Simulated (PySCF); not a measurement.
## Energy of Ho⁺ (holmium, charge +1) between two integer charges

The 6s alpha orbital of [Xe] 4f11 6s1 is emptied in steps (occupation f), with all orbitals relaxed, ending at [Xe] 4f11. All numbers are calculated (PySCF 2.14, a scalar-relativistic core potential, in def2-SVP with the def2 core potential (28 electrons) (10s6p4d3f1g, 78 functions)). The exact energy is a straight line in f; departures are measured from the line between the end points of the same method.

```tsv
f	UHF (eV)
1	0.000
0.75	0.005
0.5	0.007
0.25	0.005
0	0.000
```

| method | E(f=0) − E(f=1) (eV) | −ε at f=1 (eV) | −ε at f=0.5 (eV) |
| --- | --- | --- | --- |
| UHF | 10.886 | 10.913 | 10.886 |

Orbital energy along the path (eV):

```json
{"f": "1", "UHF": "-10.913"}
{"f": "0.75", "UHF": "-10.899"}
{"f": "0.5", "UHF": "-10.886"}
{"f": "0.25", "UHF": "-10.873"}
{"f": "0", "UHF": "-10.861"}
```

Reference removal energy between the ground levels: 11.781 ± 0.02 eV (semi-empirical (NIST evaluation); NIST Atomic Spectra Database, ionization energies). The calculation has no spin-orbit coupling. UHF lacks correlation.
